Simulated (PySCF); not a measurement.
Calculation: r2SCAN-D4/def2-TZVP // r2SCAN-D4/def2-SVP (PySCF). Gas-phase values, no solvent. One relaxed conformer stands for a flexible species; it need not be the lowest. 

Reference species (SMILES): `[SiH3][GeH2][SiH3]` (neutral, multiplicity 1).

- HOMO = -7.14 eV
- LUMO = -0.64 eV

Changed species: `[GeH2]([GeH2][GeH2][SiH3])[GeH2][GeH2][GeH2][SiH3]` (n = 6; the reference has n = 1).

Question: What does the change do to the HOMO and LUMO?

Answer: the HOMO rises by 0.83 eV, to -6.31 eV; the LUMO falls by 1.03 eV, to -1.67 eV.
